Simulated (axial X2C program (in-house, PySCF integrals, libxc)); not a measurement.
LiRh: cheaper levels and CCSD(T), two-component

Computed with an axial X2C code built on PySCF integrals. Two-component (2c) means X2C with spin–orbit coupling and atomic mean-field two-electron Coulomb and Gaunt terms. Basis: Rh dyall-cv3z [12s12p8d5f3g], Li dyall-cv3z [7s8p2d] (cores contracted in-house); Gaussian nuclei, density fitting, unrestricted open shells. Masses: Rh 102.906 u, Li 7.016 u.

State: Ω = 3 (⟨Sz⟩ = 0.98, ⟨Lz⟩ = 2.02 at HF); fragments Rh + Li.

| level | Re (Å) | ωe (cm⁻¹) |
| --- | --- | --- |
| PBE0 | 2.390 | 367.0 |
| CCSD | 2.450 | 376.2 |
| TPSS | 2.348 | 391.8 |

Correlated methods: 10 electrons correlated (number of frozen shells: Rh 4 s, 3 p, 1 d; Li 1 s), 254 virtual spin orbitals or spinors in MP2, 90 natural virtuals in coupled cluster.

CCSD(T), same Hamiltonian and basis:

Re = 2.433 Å, ωe = 390.5 cm⁻¹; T1 = 0.063 (Lee–Taylor normalisation).

**Question.** Give the differences from CCSD(T) in the columns below.

**Answer.** 

```
level  ΔRe (Å)  Δωe (cm⁻¹)
 PBE0   -0.043         -24
 CCSD    0.017         -14
 TPSS   -0.085           1
```

One determinant describes the state; a PBE0 search over occupations chose it and may have missed a lower one. De is not given where an atomic determinant may have missed its ground term or J level, or where the truncated virtual space spoils (T). Density functionals use the spin component along the axis (collinear). CCSD and (T) use frozen natural virtuals with an MP2 correction for the truncation; (T) itself is uncorrected, so its De runs slightly low. PBE0 can misorder states that lie within some tenths of an eV, so this need not be the ground state of the molecule. The nearest other 2c determinant of the search, Ω = 1, lies 0.25 eV up at the distance of the search. The functionals have no current-density term, which raises determinants with orbital currents, atoms included. With several unpaired electrons one determinant need not be a pure state. The determinant is spin-polarised beyond a pure state at some levels (its spin-free form has ⟨S²⟩ too high), which makes Re and μ there less reliable. The T1 diagnostic is large, a sign of multireference character.
